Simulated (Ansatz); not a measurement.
One change: `N=C(N)[SiH2]N` becomes `N=C(N)N`.

Ansatz, PBE0-D4/def2-TZVP geometries, multiplicity 1. Each molecule was computed in one conformer, which needn't be the lowest.

```tsv
property	`N=C(N)[SiH2]N`
HOMO energy (PBE0/def2-TZVPP) / eV	-6.77
HOMO energy (PBE/def2-TZVPP) / eV	-5.46
size of the dipole moment (PBE/def2-TZVPP) / D	2.39
size of the dipole moment (B3LYP/def2-TZVPP) / D	2.61
LUMO energy (PBE0/def2-TZVPP) / eV	-0.06
HOMO–LUMO gap (B3LYP/def2-TZVPP) / eV	6.24
```

Task: What does the change do to each property? (An estimate is asked.)

Result: The calculation gave: 
```
                                        property  `N=C(N)N`  shift
              HOMO energy (PBE0/def2-TZVPP) / eV      -6.78  -0.01
               HOMO energy (PBE/def2-TZVPP) / eV      -5.44   0.02
  size of the dipole moment (PBE/def2-TZVPP) / D       2.81   0.42
size of the dipole moment (B3LYP/def2-TZVPP) / D       2.87   0.26
              LUMO energy (PBE0/def2-TZVPP) / eV       0.74   0.80
           HOMO–LUMO gap (B3LYP/def2-TZVPP) / eV       6.91   0.67
```

Dipoles are sizes alone; their direction can turn.

B3LYP here is the variant with VWN-RPA as its local correlation; programs differ in this.
